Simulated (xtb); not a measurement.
CH$_{2}$Cl (SMILES [CH2-]Cl), charge -1, singlet, from a rough starting geometry; xtb with GFN2-xTB.

Here is a job for xtb.
```
$ xtb mol.xyz --gfn 2 --chrg -1 --opt vtight --json

# file mol.xyz
4

C      0.04997614     0.23605234    -0.25345435
Cl     0.01752091     0.26921469     1.55004560
H      0.90727644    -0.19455623    -0.61250269
H     -0.86855675    -0.20075449    -0.60889021
```

It wrote (shortened):

```
   ID    Z sym.   atoms
    1    6 C      1
    2   17 Cl     2
    3    1 H      3, 4

           -------------------------------------------------
          |                Calculation Setup                |
           -------------------------------------------------

           -------------------------------------------------
          |                 G F N 2 - x T B                 |
           -------------------------------------------------

          ...................................................
          :                      SETUP                      :
          :.................................................:
          :  # basis functions                  16          :
          :  # atomic orbitals                  15          :
          :  # shells                            7          :
          :  # electrons                        14          :
          :  max. iterations                   250          :
          :  Hamiltonian                  GFN2-xTB          :
          :  restarted?                      false          :
          :  GBSA solvation                  false          :
          :  PC potential                    false          :
          :  electronic temp.          300.0000000     K    :
          :  accuracy                    1.0000000          :
          :  -> integral cutoff          0.2500000E+02      :
          :  -> integral neglect         0.1000000E-07      :
          :  -> SCF convergence          0.1000000E-05 Eh   :
          :  -> wf. convergence          0.1000000E-03 e    :
          :  Broyden damping             0.4000000          :
          :  net charge                         -1          :
          :  unpaired electrons                  0          :
          ...................................................

 iter      E             dE          RMSdq      gap      omega  full diag
   1     -7.8467939 -0.784679E+01  0.713E+00    3.86       0.0  T
   2     -7.8601914 -0.133975E-01  0.367E+00    4.43       1.0  T
   3     -7.8608793 -0.687913E-03  0.102E+00    4.51       1.0  T
   4     -7.8612462 -0.366910E-03  0.419E-01    4.42       1.0  T
   5     -7.8615348 -0.288624E-03  0.226E-01    4.41       1.0  T
   6     -7.8615848 -0.499249E-04  0.116E-01    4.37       1.0  T
   7     -7.8616043 -0.195322E-04  0.290E-02    4.35       1.7  T
   8     -7.8616050 -0.665636E-06  0.944E-03    4.34       5.3  T
   9     -7.8616050 -0.672790E-07  0.592E-03    4.34       8.5  T
  10     -7.8616051 -0.431306E-07  0.277E-03    4.34      18.1  T
  11     -7.8616051 -0.387805E-08  0.187E-03    4.34      26.8  T
  12     -7.8616051 -0.372257E-08  0.143E-05    4.34    3503.8  T
  13     -7.8616051  0.710543E-13  0.120E-05    4.34    4166.0  T

   *** convergence criteria satisfied after 13 iterations ***

         :::::::::::::::::::::::::::::::::::::::::::::::::::::
         ::                     SUMMARY                     ::
         :::::::::::::::::::::::::::::::::::::::::::::::::::::
         :: total energy              -7.812365425135 Eh    ::
         :: gradient norm              0.095190687360 Eh/a0 ::
         :: HOMO-LUMO gap              4.341667260028 eV    ::
         ::.................................................::
         :: SCC energy                -7.861605061938 Eh    ::
         :: -> isotropic ES            0.146842506855 Eh    ::
         :: -> anisotropic ES         -0.007715908430 Eh    ::
         :: -> anisotropic XC         -0.003463259334 Eh    ::
         :: -> dispersion             -0.001741537352 Eh    ::
         :: repulsion energy           0.049239636804 Eh    ::
         :: add. restraining           0.000000000000 Eh    ::
         :: total charge              -1.000000000000 e     ::
         :::::::::::::::::::::::::::::::::::::::::::::::::::::

      -----------------------------------------------------------
     |                   =====================                   |
[...]
 * total energy  :    -7.8123654 Eh     change       -0.1199041E-12 Eh
 * total energy  :    -7.8263405 Eh     change       -0.1397506E-01 Eh
 * total energy  :    -7.8273394 Eh     change       -0.9988874E-03 Eh
 * total energy  :    -7.8274821 Eh     change       -0.1427380E-03 Eh
 * total energy  :    -7.8275040 Eh     change       -0.2189984E-04 Eh
 * total energy  :    -7.8275151 Eh     change       -0.1106604E-04 Eh
 * total energy  :    -7.8275181 Eh     change       -0.2993106E-05 Eh
 * total energy  :    -7.8275186 Eh     change       -0.4894551E-06 Eh
 * total energy  :    -7.8275186 Eh     change       -0.6437694E-07 Eh
   *** GEOMETRY OPTIMIZATION CONVERGED AFTER 9 ITERATIONS ***
         :: total energy              -7.827518621352 Eh    ::
[...]
         :: -> anisotropic XC         -0.002103882510 Eh    ::
         :: -> dispersion             -0.001744178248 Eh    ::
         :: repulsion energy           0.027065863097 Eh    ::
         :: add. restraining           0.000000000000 Eh    ::
         :: total charge              -1.000000000000 e     ::
         :::::::::::::::::::::::::::::::::::::::::::::::::::::

           -------------------------------------------------
          |                Property Printout                |
           -------------------------------------------------

    * Orbital Energies and Occupations

         #    Occupation            Energy/Eh            Energy/eV
      -------------------------------------------------------------
         1        2.0000           -0.8277490             -22.5242
         2        2.0000           -0.3179656              -8.6523
         3        2.0000           -0.2271301              -6.1805
         4        2.0000           -0.2254302              -6.1343
         5        2.0000           -0.1995676              -5.4305
         6        2.0000           -0.1788171              -4.8659
         7        2.0000           -0.0881783              -2.3995 (HOMO)
         8                          0.0868401               2.3630 (LUMO)
         9                          0.2717431               7.3945
        10                          0.2734111               7.4399
        11                          0.2771294               7.5411
        12                          0.2782719               7.5722
        13                          0.3411234               9.2824
        14                          0.3928998              10.6913
        15                          0.4046316              11.0106
      -------------------------------------------------------------
                  HL-Gap            0.1750183 Eh            4.7625 eV
             Fermi-level           -0.0006691 Eh           -0.0182 eV

     #   Z          covCN         q      C6AA      α(0)
     1   6 C        2.711    -0.211    33.586     9.486
     2  17 Cl       0.875    -0.522   116.514    16.513
     3   1 H        0.918    -0.133     6.894     4.106
     4   1 H        0.918    -0.133     6.893     4.106

 Mol. C6AA /au·bohr⁶  :        476.723074
 Mol. C8AA /au·bohr⁸  :      14188.466329
 Mol. α(0) /au        :         34.212242

Wiberg/Mayer (AO) data.
largest (>0.10) Wiberg bond orders for each atom

 ---------------------------------------------------------------------------
     #   Z sym  total        # sym  WBO       # sym  WBO       # sym  WBO
 ---------------------------------------------------------------------------
     1   6 C    2.727 --     4 H    0.980     3 H    0.980     2 Cl   0.767
     2  17 Cl   0.772 --     1 C    0.767
     3   1 H    0.982 --     1 C    0.980
     4   1 H    0.982 --     1 C    0.980
 ---------------------------------------------------------------------------

Topologies differ in total number of bonds
Writing topology from bond orders to xtbtopo.mol

molecular dipole:
                 x           y           z       tot (Debye)
 q only:       -0.048      -0.255      -1.112
   full:       -0.050      -0.847      -1.340       4.032
molecular quadrupole (traceless):
                xx          xy          yy          xz          yz          zz
 q only:        1.839      -0.014       2.536      -0.072      -1.075      -4.375
  q+dip:        3.999      -0.066       3.170      -0.073      -0.201      -7.169
   full:        3.791      -0.068       2.336      -0.076      -0.220      -6.127

optimized geometry written to: xtbopt.xyz

           -------------------------------------------------
          | TOTAL ENERGY               -7.827518621352 Eh   |
          | GRADIENT NORM               0.000085136693 Eh/α |
          | HOMO-LUMO GAP               4.762491421877 eV   |
           -------------------------------------------------

normal termination of xtb
```
